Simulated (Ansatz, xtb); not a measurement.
C2H6ClGaO: which of two isomers lies lower

Structure X: `[CH3][Ga]([OH])[CH2]Cl`, a singlet. Structure Y: `[CH3][Ga]([Cl])[CH2]O`, a singlet. Both are isolated molecules in the gas phase, relaxed with PBE0-D3(BJ)/def2-SVP; the shapes shown needn't be the lowest conformers.

X (Å):

```xyz
11

C     0.2123   -1.1804   -0.2919
C     0.0694    2.3199   -0.1547
Cl    1.4782    2.3791    0.9844
Ga   -0.6377    0.5134    0.1970
O    -2.1548    0.5890    1.1461
H     1.3067   -1.0717   -0.2674
H    -0.0791   -1.9981    0.3830
H    -0.0774   -1.4621   -1.3168
H    -2.4927   -0.2553    1.4594
H     0.4576    2.5090   -1.1640
H    -0.6204    3.1241    0.1317
```

Y (Å):

```xyz
11

C     2.7086   -0.3221    1.5088
C    -0.5539    0.5634    0.0251
Cl    0.0090   -2.5194    1.1293
Ga    0.8782   -0.5215    0.8625
O    -1.4812   -0.2294   -0.6618
H     3.0610    0.7177    1.4569
H     2.7711   -0.6754    2.5493
H     3.3760   -0.9544    0.9026
H    -0.1055    1.2779   -0.6863
H    -1.0240    1.1869    0.8170
H    -1.5964   -1.0525   -0.1681
```

**Question.** Estimate E(Y) − E(X) at the level CCSD(T)/def2-SVP + ΔMP2/def2-TZVPP.

**Answer.** Calculated at CCSD(T)/def2-SVP + ΔMP2/def2-TZVPP: E(Y) − E(X) = −5.6 kcal/mol, so structure Y lies lower.

Level by level:

```csv
level,geometry,E(Y) − E(X) (kcal/mol),departure from the last row (kcal/mol),"job, with rough time for the two"
PBE0-D3(BJ)/def2-SVP,PBE0-D3(BJ)/def2-SVP,−12.1,−6.4,"optimisation, 75 s"
HF/def2-SVP,PBE0-D3(BJ)/def2-SVP,−12.1,−6.5,part of the CCSD(T) run
MP2/def2-SVP,PBE0-D3(BJ)/def2-SVP,−7.4,−1.8,part of the CCSD(T) run
CCSD(T)/def2-SVP,PBE0-D3(BJ)/def2-SVP,−8.1,−2.5,single point
CCSD(T)/def2-SVP + ΔMP2/def2-TZVPP,PBE0-D3(BJ)/def2-SVP,−5.6,,"single point, 51 s"
```

As drawn, Y has 1 Cl–Ga, 1 C–O in place of 1 Ga–O, 1 C–Cl.

The levels shown agree on the order. The largest departure from CCSD(T)/def2-SVP + ΔMP2/def2-TZVPP is that of HF/def2-SVP, 6.5 kcal/mol. Levels run at GFN2-xTB geometries aren't shown. The last row adds to CCSD(T) the change of the MP2 difference between the two basis sets, here +2.5 kcal/mol.

With thermal terms from frequencies at re-optimised GFN2-xTB minima (ideal gas, soft modes damped towards free rotors, one conformer each, 298.15 K, 1 atm): the zero-point term adds +1.0 kcal/mol; ΔH is −4.7 and ΔG −4.9 kcal/mol.

The correlated steps freeze 17 core orbitals; the filled d shell of Ga is correlated, in a basis made for valence electrons. Programs: Ansatz 0.2.0, xtb 6.7.1; the last row on 2 threads of Intel(R) Xeon(R) Platinum 8488C (Sapphire Rapids) on a shared host.
